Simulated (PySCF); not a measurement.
Compound: C5H14AlN.
Atom-mapped SMILES: `[CH2:1]=[CH:2][AlH2-:3][N+:4]([CH3:5])([CH3:6])[CH3:7]` (hydrogens: H8, H9 on C1; H10 on C2; H11, H12 on Al3; H13, H14, H15 on C5; H16, H17, H18 on C6; H19, H20, H21 on C7)

Method used: TDDFT B3LYP/def2-SVPD, vertical, gas phase, core orbitals frozen in the response (PySCF). The structure is a single PBE0-D3(BJ)/def2-SVP conformer in the gas phase; no vibrational or solvent corrections. Torsions of this conformer, `[CH2:1]=[CH:2][AlH2-:3][N+:4]([CH3:5])([CH3:6])[CH3:7]`: C1–C2–Al3–N4 178°, C2–Al3–N4–C5 180°.

**Question.** List the vertical singlet excitations with oscillator strengths and describe the spectrum.

**Answer.** 

| state | E (eV) | ν̃ (cm⁻¹) | f | \|μ\| (D) | main configurations (H = HOMO, L = LUMO) |
| --- | --- | --- | --- | --- | --- |
| S1 | 5.79 | 46680 | 0.0039 | 0.42 | H-1→L+1 (96%) |
| S2 | 5.93 | 47800 | 0.0056 | 0.50 | H→L (95%) |
| S3 | 6.19 | 49900 | 0.025 | 1.03 | H→L+2 (84%), H→L+1 (10%) |
| S4 | 6.20 | 50040 | 0.128 | 2.33 | H→L+1 (71%), H-2→L+1 (15%), H→L+2 (11%) |
| S5 | 6.30 | 50820 | 0.021 | 0.95 | H-1→L (93%) |
| S6 | 6.57 | 52970 | 0.023 | 0.97 | H-1→L+2 (92%) |
| S7 | 6.71 | 54090 | 0.024 | 0.98 | H-2→L (74%), H→L+3 (20%) |
| S8 | 6.84 | 55150 | 0.0002 | 0.08 | H→L+3 (71%), H-2→L (17%) |
| S9 | 7.01 | 56520 | 0.034 | 1.13 | H-2→L+2 (49%), H→L+5 (35%) |
| S10 | 7.04 | 56800 | 0.0001 | 0.06 | H→L+5 (52%), H-2→L+2 (35%) |

Triplets, Tamm–Dancoff:

| state | E (eV) | λ (nm) | main configurations (H = HOMO, L = LUMO) |
| --- | --- | --- | --- |
| T1 | 4.19 | 295.9 | H→L+1 (72%), H-2→L+1 (22%) |
| T2 | 5.19 | 239.0 | H-1→L+1 (94%) |
| T3 | 5.81 | 213.5 | H→L (66%), H→L+2 (23%) |
| T4 | 6.03 | 205.5 | H→L+2 (68%), H→L (28%) |

The lowest singlet comes at 214 nm (558 kJ/mol) in the ultraviolet; it is very weak; its leading configuration is HOMO-1→LUMO+1 (96%). The strongest level in the table is S4 at 6.20 eV (200 nm, f = 0.128). Löwdin shares by element: HOMO carbon 49% or more, aluminium 16%, hydrogen 12% or more (atoms not listed hold the other 22%); LUMO carbon 32% or more, aluminium 12% (atoms not listed hold the other 56%). The oscillator strengths of these states sum to 0.265; summed over the whole spectrum of an exact calculation they would give the number of electrons, 64 (Thomas–Reiche–Kuhn). The listed states span 1.25 eV. Of the 10 states listed, 6 reach f = 0.01 and 2 stay under 0.0005. All these states lie below the vertical ionisation energy of 8.67 eV (ΔSCF). Only the lowest 10 singlets were computed, as vertical energies without vibronic structure.
